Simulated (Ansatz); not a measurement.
Species: sum formula SnOF, charge -1, multiplicity 1. 
Geometry from a B3LYP-D3(BJ)/def2-TZVP (Ansatz, a first-principles code) optimisation:
```xyz
3

Sn     0.1648    -0.1448     0.2196
O      0.9080     0.1366    -1.4834
F     -1.7229     0.6831     0.0986
```
Charge -1, spin multiplicity 1.

Parts of the frozen-core correlation energy in def2-QZVPPD (Ansatz, hartree). Frozen orbitals: 11; correlated occupied orbitals by spin: 9 and 9; virtual: 200 and 200. Spin-orbit coupling is left out. In def2 rows, elements after Kr have scalar-relativistic effective core potentials.

```csv
term,value
reference (HF),-387.79038
MP2 opposite-spin,-0.50102
MP2 same-spin,___
CCSD correlation,___
(T),___
T1 diagnostic,0.027
largest doubles amplitude,0.036
```

Question: What belongs in the gaps?

Answer: 
- MP2 same-spin, value: -0.17316
- CCSD correlation, value: -0.65464
- (T), value: -0.03260
